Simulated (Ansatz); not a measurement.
Isomers of Ga₃P₂ (doublet), relaxed with PBE0-D4/def2-SVP; total energies from Ansatz at PBE0-D4/def2-TZVP.

```tsv
isomer	description	energy (Eh)
A	point group C2; 4 × Ga–P 2.45 to 2.53 Å; 1 × Ga–Ga 2.83 Å; 1 × P–P 2.16 Å	-6456.34704
B	point group Cs; 3 × Ga–P 2.41 to 2.45 Å; 2 × Ga–Ga 2.77 Å; 1 × P–P 2.13 Å	-6456.35251
C	point group not assigned; 5 × Ga–P 2.39 to 2.59 Å; 1 × P–P 2.16 Å	-6456.34690
```

The isomers come from a short search, and lower ones may exist.

Task: Work out the relative energies (1 Eh = 2625.5 kJ/mol) and the Boltzmann populations at 1200 K from electronic energies alone (R = 8.314 J/mol/K).

Result: ΔE: A 14.4, B 0.0, C 14.7 kJ/mol. RT = 9.98 kJ/mol. Factors exp(−ΔE/RT): A 0.236, B 1, C 0.229; sum 1.465. Populations: A 16.1 %, B 68.3 %, C 15.6 %. Zero-point energy, vibrational entropy and symmetry numbers are left out and can shift these; an error of 4 kJ/mol changes a ratio by a factor of 1.5. Over the other density-functional and correlated levels in def2 sets, the gap between B and A ranges from 13 to 19 kJ/mol.
